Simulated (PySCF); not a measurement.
GeH2I2, SMILES [I][GeH2][I]. Atoms are numbered in the order given.

```xyz
5

Ge     0.0000     0.0000     1.0790
I      2.0867     0.0000    -0.3620
I     -2.0867     0.0000    -0.3620
H      0.0000     1.2850     1.9219
H      0.0000    -1.2850     1.9219
```

The structure is a stationary point at B3LYP-D3(BJ)/def2-SVP. The def2 effective core potentials stand for the cores of I; spin–orbit coupling is left out.

The numbers are results of PySCF with PBE/def2-TZVPD, not measurements.

Mulliken values depend strongly on the basis, most of all with diffuse functions as here. ESP charges are fitted to the potential on shells at 1.4 to 2.0 van der Waals radii. Atomic charges (e):

| atom | ESP fit | Mulliken |
|---|---|---|
| Ge1 | -0.26 | 0.00 |
| I2 | -0.01 | -0.11 |
| I3 | -0.01 | -0.11 |
| H4 | 0.14 | 0.11 |
| H5 | 0.14 | 0.11 |
